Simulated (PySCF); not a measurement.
# How methods differ on the excitation energy of Ge²⁺

Ge²⁺ [Ar] 3d10 4s2 (1S) → Ge²⁺ [Ar] 3d10 4s1 4p1 (3P), as a difference of total energies. Computed with PySCF 2.14 in x2c-TZVPPall, with scalar relativity by spin-free X2C-1e. Correlated levels: valence: [Ar] 3d10 frozen. The calculations carry no spin-orbit coupling.

```csv
method,excitation energy (eV)
UHF,6.487
MP2 (valence),7.180
SCS-MP2 (valence),7.375
CCSD (valence),7.431
```

**Question.** How much does correlation contribute at MP2 (valence)?

**Answer.** 7.180 − (6.487) = 0.693 eV, measured against UHF.

A first-order spin-orbit estimate (lowest level to lowest level, LS coupling) adds -0.174 eV.

The basis was made for the ground configuration and has no added diffuse functions, so the excitation energy can come out too high.

With two correlated electrons CCSD is exact in that space.
